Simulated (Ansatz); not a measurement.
Coupled-cluster diagnostics for the cluster Ag₃⁻ (the lowest singlet isomer of a short search), Ansatz.

Geometry of the singlet (PBE-D4/def2-TZVPD):

```xyz
3

Ag    2.646   -0.047    0.217
Ag   -2.645    0.042   -0.223
Ag   -0.001    0.005    0.006
```

In the def2 sets Ag takes a core potential; there is no spin–orbit coupling. Correlated methods freeze no core orbitals; core or outer-core shells of Ag are correlated, in sets that lack core-valence functions. In CCSD on the charge -1 quintet the largest single amplitude is 0.30, so its Hartree–Fock determinant may place the open shell otherwise than the density functionals do. At PBE0-D4/def2-TZVPD a singlet of charge -1 lies 0.64 eV below the triplet, each at its own geometry. At PBE0-D4/def2-TZVPD a singlet of charge -1 lies 4.18 eV below the quintet, each at its own geometry. The structure comes from a short search, and lower isomers may exist.

Geometry of the charge -1 triplet (PBE-D4/def2-TZVPD):

```xyz
3

Ag   -1.267   -0.673    0.704
Ag    1.472   -0.296    0.547
Ag   -0.205    0.969   -1.252
```

Geometry of the charge -1 quintet (PBE-D4/def2-TZVPD):

Cartesian coordinates in Å:
```
Ag 0.511 -1.538 -2.354
Ag -0.423 1.554 2.361
Ag -0.088 -0.016 -0.007
```

Estimate the CCSD(T) correlation energy, the shares of MP2 and (T), T1 and the reference's ⟨S²⟩ for: charge -1, singlet, own geometry in def2-TZVPD; charge -1, triplet, own geometry in def2-TZVPD; charge -1, quintet, own geometry in def2-TZVPD; charge 0, doublet, vertical in def2-TZVPD; and the rough time on 4 threads of Arm Neoverse V2 on a shared host.


```tsv
state	basis	correlation (eV)	MP2 share (%)	(T) share (%)	T1	⟨S²⟩ (pure)	wall time	remarks
charge -1, singlet, own geometry	def2-TZVPD	-38.967	103.3	2.6	0.017	0.00 (0.00)	18 s	restricted SCF unstable
charge -1, triplet, own geometry	def2-TZVPD	-38.426	103.3	2.6	0.023	2.14 (2.00)	74 s	spin-contaminated (⟨S²⟩ 2.14)
charge -1, quintet, own geometry	def2-TZVPD	-36.839	103.1	2.2	0.033	6.01 (6.00)	4.1 min	–
charge 0, doublet, vertical	def2-TZVPD	-37.637	103.5	2.3	0.018	0.88 (0.75)	71 s	spin-contaminated (⟨S²⟩ 0.88)
```
Customary marks for T1 are 0.02 (closed shells), 0.045 (open shells) and about 0.05 (3d metals). T1 exceeds 0.02 in 2 of 4 rows and 0.045 in 0; the higher it lies, the less the single-reference result can be trusted.
